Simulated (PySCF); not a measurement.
## N³⁺ (nitrogen, charge +3): Hartree-Fock from Schrödinger to Dirac-Coulomb-Breit

Occupied: 1s1/2, 2s1/2. Hartree-Fock calculated with PySCF 2.14 in an even-tempered Gaussian basis (20 s from 0.059 bohr⁻², ratio 2.3; 13 p from 0.071 bohr⁻², ratio 2.3), Gaussian nucleus throughout. NR is non-relativistic, sf-X2C the spin-free one-electron X2C Hamiltonian, X2C adds the bare one-electron spin-orbit term, X2C-SNSO screens it by Boettger's factors, DC is four-component Dirac-Coulomb, and the Gaunt and Breit terms are added at first order (total energies over the DC spinors, levels after relaxing the spinors in that mean field). QED terms are absent. Levels marked empty are virtual spinors of this ion.

```
Hamiltonian  E (hartree)  E − E(DC) (hartree)  CPU seconds
         NR     -51.0823               0.0322         0.22
     sf-X2C     -51.1122               0.0022         0.12
        X2C     -51.1122               0.0022         0.12
   X2C-SNSO     -51.1122               0.0022         0.13
         DC     -51.1145               0.0000          1.9
   DC+Gaunt     -51.1100               0.0045          3.8
   DC+Breit     -51.1100               0.0044           41
```

```
   level (eV)       NR   sf-X2C      X2C  X2C-SNSO       DC  DC+Gaunt  DC+Breit
        1s1/2  -493.07  -493.30  -493.30   -493.30  -493.35   -493.25   -493.25
        2s1/2  -75.287  -75.332  -75.332   -75.332  -75.335   -75.328   -75.329
2p1/2 (empty)  -46.611  -46.607  -46.630   -46.624  -46.624   -46.616   -46.617
2p3/2 (empty)  -46.611  -46.607  -46.596   -46.599  -46.599   -46.595   -46.596
3s1/2 (empty)  -19.650  -19.659  -19.659   -19.659  -19.659   -19.658   -19.658
```

| interval (eV) | X2C | X2C-SNSO | DC | DC+Gaunt | DC+Breit |
| --- | --- | --- | --- | --- | --- |
| 2p3/2 − 2p1/2 | 0.03462 | 0.02472 | 0.02514 | 0.02129 | 0.02129 |

Weight of the small component: 1s1/2 0.000594, 2s1/2 8.66e-05, 2p1/2 6.95e-05, 2p3/2 6.94e-05, 3s1/2 2.02e-05.

Koopmans' value for the highest occupied level at DC+Breit: 75.329 eV, against an ionisation energy of 77.474 eV (measured; NIST Atomic Spectra Database, ionization energies); the former lacks relaxation, correlation, QED and recoil.

The whole ladder took 48 s of wall time on 1 thread of AMD EPYC 9R45 96-Core Processor (shared host), launched as `OMP_NUM_THREADS=1 python relrun2.py TASK.json OUT` (a driver that calls PySCF for each Hamiltonian).
